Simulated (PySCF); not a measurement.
C6H8F3P.
SMILES with atom numbers: `[CH2:1]=[CH:2][CH:3]1[CH2:4][P:5]([C:6]([F:7])([F:8])[F:9])[CH2:10]1`

Geometry (GFN2-xTB, Å), atoms numbered from 1 in this order:
```
atom  x, y, z in Å
C1     2.9860   -0.1588   -0.6870
C2     1.9271    0.3468   -0.0819
C3     0.5178   -0.0154   -0.4096
C4    -0.3018   -0.5154    0.8050
P5    -1.7074    0.6709    0.4692
C6    -2.6543   -0.4531   -0.7303
F7    -3.4748    0.2788   -1.4995
F8    -3.4185   -1.3187   -0.0466
F9    -1.9075   -1.1894   -1.5694
C10   -0.3827    1.2000   -0.7393
H11    3.9879    0.1307   -0.4201
H12    2.8939   -0.8853   -1.4779
H13    2.0427    1.0752    0.7115
H14    0.5095   -0.7464   -1.2195
H15   -0.5639   -1.5728    0.8003
H16    0.1749   -0.2767    1.7562
H17   -0.6992    1.2909   -1.7776
H18    0.0616    2.1449   -0.4245
```

NICS = −σ at a ghost point: NICS(0) at the centroid of the ring atoms, NICS(1) 1 Å to either side along the normal of their mean plane, zz for the tensor component along that normal. Level: GIAO PBE0/pcSseg-1 (PySCF, non-relativistic, gas phase) on the GFN2-xTB geometry, one conformer.

Ring bond lengths (Å), with Mayer bond orders in brackets: C3–C4 1.548 (0.96), C4–P5 1.870 (0.98), P5–C10 1.870 (0.98), C10–C3 1.548 (0.96).

Problem. Give the NICS values of each ring in ppm.

Solution. 
| ring | type | NICS(0) | NICS(1), two faces | NICS(1)zz, two faces | rms pucker (Å) | centre to ring atoms, mean (Å) |
| --- | --- | --- | --- | --- | --- | --- |
| C3–C4–P5–C10 | 4-membered ring with P; formal bonds all single | 3.5 | 1.2 / 0.3 | 4.0 / 6.3 | 0.06 | 1.20 |

Problem. What can be read from them?

Solution. 
- C3–C4–P5–C10: mean NICS(1)zz 5.2 ppm, deshielded. C3, C4, C10 have four or more neighbours; no verdict on aromaticity is drawn.

Problem. How shielded are the nuclei of the rings and their hydrogens (means over atoms taken as equivalent)?

Solution. 
```tsv
atoms	environment	σ isotropic (ppm)	principal values of the symmetric part, first atom (ppm)
C3	allylic carbon	139.0	117.6, 144.9, 154.6
C4 (×2)	sp3 carbon bound to phosphorus	161.1	144.6, 157.3, 181.4
P5	phosphine phosphorus	327.2	295.6, 318.0, 368.0
H14	methine hydrogen	27.70	24.3, 27.0, 31.8
H15 (×2)	methylene hydrogen	29.22	25.5, 28.3, 33.8
H16 (×2)	methylene hydrogen	29.71	26.5, 28.3, 34.3
```
